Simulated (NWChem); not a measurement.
# Correlation energy of H₃B

```
B
H 1 1.2044
H 1 1.2044 2 120.00
H 1 1.2044 2 120.00 3 180.00
```
Charge 0, spin multiplicity 1.

The numbers come from NWChem runs, not from measurements. Structure: optimised with B3LYP/def2-SVP, a minimum by its harmonic frequencies.

Basis set: 6-311G**. Each correlation energy counts from its own Hartree-Fock reference.

The correlated methods keep 1 core orbital frozen. The Pople sets run with spherical d functions. The structure started from a generated list of species. Coupled-cluster values serve here as a point of comparison, not as the truth.

Problem. For the correlation energy, MP2 gives -97.7 mHa and CCSDT gives -123.0 mHa. What do CR-CCSD(T), CCSD+T(CCSD), CR-CCSD[T] give?

Solution. CR-CCSD(T): -122.5 mHa; CCSD+T(CCSD): -122.7 mHa; CR-CCSD[T]: -122.5 mHa.
